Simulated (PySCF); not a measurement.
**Computed structure and properties of [Gd(CH3)2]+**

System: [Gd(CH3)2]+ (singlet in the valence; each metal's 4f electrons, 7 of them, lie in its core potential, out of spins and levels); start: displaced along the imaginary mode (C2). Method: PySCF 2.14.0, RKS PBE0, Gd lcecp-1-SVP with ECP53, C def2-SVP, H def2-SVP; non-relativistic Hamiltonian with scalar-relativistic core potentials where named; density fitting; no spin-orbit coupling.

Input of the relaxation:

```python
mol = gto.M(atom='''
Gd    -0.00000    -0.00000    -0.24624
C      1.73409    -0.01717     1.23660
H      2.73559     0.21433     0.76629
H      1.54054     0.74269     2.05455
H      1.81570    -1.02583     1.74776
C     -1.73409     0.01717     1.23660
H     -2.73559    -0.21433     0.76629
H     -1.54054    -0.74269     2.05455
H     -1.81570     1.02583     1.74776''',
    basis={'Gd': 'lcecp-1-SVP', 'C': 'def2-SVP', 'H': 'def2-SVP'},
    ecp={'Gd': 'lcecp-1-SVP'},
    charge=1, spin=0)
mf = dft.RKS(mol, xc='PBE0')
mf.grids.atom_grid = (50, 194)  # f atoms: unpruned, at least (60, 302)
mf = mf.density_fit()  # fitting sets: Gd AutoAux, C def2-universal-JKFIT, H def2-universal-JKFIT
mf.conv_tol = 1e-08; mf.max_cycle = 55
mf.kernel(dm0)  # dm0: converged density of the start geometry
# quasi-Newton relaxation in Cartesian coordinates to a largest gradient under 0.00045 Eh/bohr, steps kept in the point group
```

Run from Python with OMP_NUM_THREADS=2; the lines above give its settings. Where DIIS fails, smearing, a level shift and second-order steps follow.
It took 13 s on 2 threads of Intel(R) Xeon(R) 6975P-C (Granite Rapids) (shared host), from the converged density of the start.

Course of the relaxation:

| step | energy above end (eV) | largest force component within the symmetry (eV/Å) |
| --- | --- | --- |
| 0 | 0.0621 | 0.724 |
| 1 | 0.0004 | 0.073 |
| 2 | 0.0002 | 0.054 |
| 3 | 0.0001 | 0.025 |
| 4 | 0.0000 | 0.004 |

Relaxed geometry (C2):

```xyz
9

Gd    0.0000    0.0000   -0.2418
C     1.7353   -0.0188    1.2377
H     2.7180    0.2147    0.7858
H     1.5528    0.7157    2.0458
H     1.8268   -1.0051    1.7338
C    -1.7353    0.0188    1.2377
H    -2.7180   -0.2147    0.7858
H    -1.5528   -0.7157    2.0458
H    -1.8268    1.0051    1.7338
```

```tsv
contact	Å
Gd1–C2 (CH3)	2.280
Gd1–C6 (CH3)	2.280
```

On the finer grid (75, 302):

| Item | Value |
| --- | --- |
| HOMO | -11.67 eV |
| LUMO | -7.01 eV |
| Dipole about the centre of mass | 3.62 D |
| Set of Mulliken populations of Gd1 outside the core potential | s 2.39, p 6.10, d 1.20, f 0.03 |
| D3(BJ) dispersion energy (not in the energies) | -0.140 eV |

```csv
atom,Mulliken (e),Löwdin (e),spin (e)
Gd1,1.28,1.15,0.00
C2,-0.54,-0.33,0.00
H3,0.13,0.08,0.00
H4,0.14,0.09,0.00
H5,0.13,0.08,0.00
C6,-0.54,-0.33,0.00
H7,0.13,0.08,0.00
H8,0.14,0.09,0.00
H9,0.13,0.08,0.00
```

The 4f levels lie in the core potential and are missing. Their spin isn't counted.

On the grid (50, 194), as all that follows. Harmonic modes: a minimum within the noise of the softest modes; lowest 34 cm⁻¹ (negative: unstable), highest 3117 cm⁻¹, zero-point energy 1.797 eV.

Taking off one CH3 (charge -1, singlet; the rest: singlet) in vacuum, both parts rigid, costs 15.59 eV; the small basis without counterpoise inflates it. Most of it is the attraction of opposite charges; other ways to part are cheaper, and one spin state was tried for the rest.

Rigid scan of CH3 along the line from its metal:

distance to C2 (Å), energy (eV) and a bar:
```
     1.98      0.769 #######
     2.08      0.299 ###
     2.18      0.066 #
     2.28      0.000 
     2.38      0.051 
     2.48      0.180 ##
     2.68      0.577 ######
     2.98      1.298 ############
     3.38      2.217 #####################
     3.88      3.126 ##############################
```

One start shape was tried, so this needn't be the lowest isomer.

An lcecp potential fixes the number of 4f electrons, so in runs with it no electron can move into or out of that shell.
